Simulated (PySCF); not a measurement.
Substituent effects on chemical shifts

Parent skeleton `[O:1]=[C:2]1[CH2:3][CH2:4][CH2:5][NH:6]1`; one hydrogen on atom 4 is replaced by X. Hydrogens on one atom are averaged.

PySCF 2.14 calculation with GFN2-xTB geometry and NMR shieldings at PBE0/pcSseg-1/GIAO; fast rotation and ring inversion assumed for equivalent nuclei, non-relativistic Hamiltonian, no solvent model, one conformer.

δ = σ(ref) − σ, references computed at the same level: ¹⁷O against H2O; ¹³C and ¹H vs TMS; ¹⁵N vs NH3.

Parent (X = H): O1 398.9, C2 175.8, C3 31.4, C4 24.6, C5 44.3, N6 126.6, H(C3) 2.08, H(C4) 2.03, H(C5) 3.45 ppm. Effects are Δδ = δ(X) − δ(H), positive for deshielding.

Order these by the shift of O1, most shielded first.
A. X = CN
B. X = SO2CH3
C. X = CH=NMe

Answers

C (+3.3 ppm), A (+6.7 ppm), B (+11.9 ppm).

Unscaled 17O shifts of doubly bonded oxygen tend to come out too high, by tens of ppm or more. Experimental scales use liquid or dissolved standards, which lie at an offset from isolated H2O (liquid H2O: subtract about 36 ppm) and NH3 (liquid NH3: subtract about 20 ppm).
